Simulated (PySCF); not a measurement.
## Molecular orbitals of GdI

B2PLYP at R = 2.804 Å; PySCF, spin-free X2C with a Gaussian nucleus, basis sets Gd x2c-SVPall, I x2c-SVPall. State: octet, about 7.0 electrons in the 4f shell (Mulliken). Only the outer orbitals are listed, counted within each symmetry.

| spin | orbital | occ. | ε (eV) | on Gd (%) | main shells (%) |
| --- | --- | --- | --- | --- | --- |
| α | 23σ | 1 | -9.24 | 18 | 80 I p, 9 Gd d |
| α | 13π | 1 | -8.34 | 9 | 90 I p |
| α | 13π | 1 | -8.33 | 10 | 90 I p |
| α | 24σ | 1 | -5.48 | 100 | 67 Gd s, 30 Gd d |
| α | 6δ | 0 | -1.13 | 98 | 76 Gd d, 14 Gd s, 9 Gd p |
| α | 6δ | 0 | -1.02 | 100 | 100 Gd d |
| α | 14π | 0 | -0.84 | 96 | 78 Gd d, 18 Gd p |
| β | 22σ | 1 | -9.24 | 15 | 83 I p |
| β | 12π | 1 | -8.38 | 8 | 92 I p |
| β | 12π | 1 | -8.37 | 8 | 92 I p |
| β | 23σ | 1 | -5.01 | 98 | 78 Gd s, 11 Gd d, 9 Gd p |
| β | 24σ | 0 | -0.59 | 97 | 70 Gd d, 25 Gd p |
| β | 13π | 0 | -0.53 | 98 | 63 Gd d, 35 Gd p |
| β | 5δ | 0 | -0.30 | 100 | 100 Gd d |

Question: Which are the highest filled and the lowest empty level, where do they sit, and how wide is the gap?

Answer: Highest filled β 23σ at -5.01 eV (in %: 78 Gd s, 11 Gd d, 9 Gd p); lowest empty α 6δ at -1.13 eV (in %: 76 Gd d, 14 Gd s, 9 Gd p); the gap at B2PLYP is 3.88 eV.

- bond order (Mayer): 1.30
- ⟨S²⟩: 16.008
- charge on Gd (Mulliken, basis-dependent): 0.26
- charge on Gd (Löwdin, basis-dependent): -0.12
- dipole moment (positive dipole means Gd(−)I(+)): -3.09 D

Correlated steps freeze 36 core orbitals. Spin–orbit coupling is left out. B2PLYP dipoles, levels and charges come from its SCF part alone. The state is the lowest single determinant that the PBE0 search found; with open d or f shells the true ground state can be another one.
